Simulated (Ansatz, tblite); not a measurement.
Forces on Hf7 at its PBE-D4/def2-SVP geometry. Total charge 0; singlet.

In the def2 sets Hf takes a core potential; there is no spin–orbit coupling. The xTB rows come from tblite. The restricted singlet is unstable towards broken spin symmetry at other levels; at r2SCAN-D4/def2-TZVP this wasn't settled. The structure comes from a short search, and lower isomers may exist.

GFN1-xTB (tblite), largest force 4.65 eV/Å:

```xyz
7
positions Å, forces eV/Å
Hf   -0.093    1.130   -2.119   -0.192    1.929   -3.618
Hf   -0.219   -1.665   -1.720   -0.281   -2.854   -2.954
Hf    0.149    0.332    2.376    0.349    0.556    4.059
Hf    0.027   -2.161    1.051   -0.070   -3.697    1.813
Hf   -1.652    0.066    0.116   -4.635    0.198    0.326
Hf    0.136    2.364    0.413    0.194    4.041    0.703
Hf    1.652   -0.066   -0.117    4.634   -0.171   -0.330
```

GFN2-xTB (tblite), largest force 2.92 eV/Å:

```
Hf -0.017 0.783 -0.315
Hf 0.019 -0.616 -0.466
Hf 0.135 0.625 0.560
Hf -0.100 -0.726 0.223
Hf 2.760 -0.875 -0.322
Hf 0.048 1.468 0.255
Hf -2.844 -0.659 0.064
```

r2SCAN-D4/def2-TZVP (Ansatz), largest force 0.32 eV/Å:

```
Hf -0.009 0.024 -0.046
Hf 0.017 -0.039 -0.043
Hf 0.025 0.003 0.051
Hf -0.027 -0.049 0.027
Hf 0.320 -0.007 -0.020
Hf -0.006 0.051 0.007
Hf -0.320 0.019 0.024
```
